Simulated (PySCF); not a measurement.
## State search for TaCl⁺

Unrestricted PBE0; PySCF, scalar-relativistic core potentials, basis sets Ta def2-TZVPPD with ECP60, Cl def2-TZVPPD. Outer shells of the fragments: Ta+ 5d3 6s1; Cl 3s2 3p5.

Followed along the bond (rough minima from three points):

| 2Ms+1 | unpaired | ⟨S²⟩ at the start | R at minimum (Å) | Te (eV) |
| --- | --- | --- | --- | --- |
| 4 | σ ↑, δ ↑↑ | 3.77 | 2.17 | 0.00 |
| 4 | σ ↑, π ↑, δ ↑ | 3.77 | 2.21 | 0.40 |
| 4 | σ ↑, π ↑, δ ↑ | 3.77 | 2.21 | 0.44 |
| 2 | σ ↑, π ↓, δ ↑ | 1.76 | 2.21 | 0.96 |
| 2 | σ ↑, π ↓, δ ↑ | 1.75 | 2.20 | 1.07 |
| 4 | π ↑, δ ↑↑ | 3.77 | 2.24 | 1.23 |

Solutions found at the starting distance of 2.430 Å, counted from the lowest of them; the search is not exhaustive and high or unbound solutions are not listed, so other states can lie among these:

```json
{"2Ms+1": "4", "unpaired": "σ ↑, δ ↑↑", "term": "⁴Σ⁻", "E (eV)": "0.00", "⟨S²⟩": "3.77", "⟨Lz²⟩": "0.00", "μ (D)": "-3.96"}
{"2Ms+1": "4", "unpaired": "σ ↑, π ↑, δ ↑", "term": "mixed", "E (eV)": "0.21", "⟨S²⟩": "3.77", "⟨Lz²⟩": "4.71", "μ (D)": "-4.00"}
{"2Ms+1": "4", "unpaired": "σ ↑, π ↑, δ ↑", "term": "mixed", "E (eV)": "0.26", "⟨S²⟩": "3.77", "⟨Lz²⟩": "4.98", "μ (D)": "-3.82"}
{"2Ms+1": "2", "unpaired": "σ ↑, π ↓, δ ↑", "term": "mixed", "E (eV)": "0.79", "⟨S²⟩": "1.76", "⟨Lz²⟩": "4.53", "μ (D)": "-4.09"}
{"2Ms+1": "2", "unpaired": "σ ↑, π ↓, δ ↑", "term": "mixed", "E (eV)": "0.92", "⟨S²⟩": "1.75", "⟨Lz²⟩": "5.01", "μ (D)": "-3.99"}
{"2Ms+1": "4", "unpaired": "π ↑, δ ↑↑", "term": "mixed", "E (eV)": "0.94", "⟨S²⟩": "3.77", "⟨Lz²⟩": "1.38", "μ (D)": "-4.42"}
{"2Ms+1": "2", "unpaired": "σ ↑, δ ↑↓", "term": "mixed", "E (eV)": "0.99", "⟨S²⟩": "1.75", "⟨Lz²⟩": "8.02", "μ (D)": "-3.84"}
{"2Ms+1": "2", "unpaired": "δ ↑", "term": "²Δ", "E (eV)": "1.05", "⟨S²⟩": "0.77", "⟨Lz²⟩": "4.01", "μ (D)": "-3.16"}
{"2Ms+1": "4", "unpaired": "σ ↑↑, δ ↑", "term": "⁴Δ", "E (eV)": "1.49", "⟨S²⟩": "3.78", "⟨Lz²⟩": "4.00", "μ (D)": "-1.45"}
{"2Ms+1": "2", "unpaired": "σ ↑, π ↑↓", "term": "mixed", "E (eV)": "1.64", "⟨S²⟩": "1.76", "⟨Lz²⟩": "3.84", "μ (D)": "-4.22"}
```

A term symbol is given only where ⟨S²⟩ and ⟨Lz²⟩ are close to those of a pure state; real π, δ and φ orbitals otherwise mix terms. A positive dipole points towards Cl; it is taken about the centre of mass and depends on that origin.

Task: Compare the gap between the two lowest followed solutions at the starting distance with the gap between their minima.

Result: At PBE0 the second solution (quartet, unpaired electrons σ ↑, π ↑, δ ↑) lies +0.21 eV from the first (quartet, unpaired electrons σ ↑, δ ↑↑) at 2.430 Å and +0.40 eV at the minima; the two curves relax by different amounts, since their minima lie near 2.21 and 2.17 Å.

Spin–orbit coupling is left out. The state is the lowest single determinant that the PBE0 search found; with open d or f shells the true ground state can be another one.
